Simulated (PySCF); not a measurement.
Here is a job for PySCF.
```python
from pyscf import gto, scf, dft
import numpy

mol = gto.M(
    atom='''
F    -0.000000   -0.000000   -0.104454
H     0.000000    0.000000    0.940088
''',
    basis='aug-cc-pvtz',
    charge=1,
    spin=1,
    verbose=4,
)
print('smallest overlap eigenvalue', numpy.linalg.eigvalsh(mol.intor('int1e_ovlp'))[0])

mf = dft.UKS(mol)
mf.xc = 'camb3lyp'
mf = mf.density_fit(auxbasis='def2-universal-jkfit')
mf.kernel()
mf.analyze()
```

Question: Estimate the <S^2> that DF-CAMB3LYP/aug-cc-pVTZ run with PySCF returns for this input.

Answer: 0.752

Question: Give the HOMO energy at the level DF-CAMB3LYP/aug-cc-pVTZ.

Answer: -27.53 eV

Question: Give the number of basis functions at the level DF-CAMB3LYP/aug-cc-pVTZ.

Answer: 69

Question: What is the computed nuclear repulsion energy (DF-CAMB3LYP/aug-cc-pVTZ)?

Answer: 4.5595 Eh

Question: Predict the total energy from DF-CAMB3LYP/aug-cc-pVTZ.

Answer: -99.8709 Eh

These values belong to the state on which the SCF converged, which isn't shown to be the lowest.
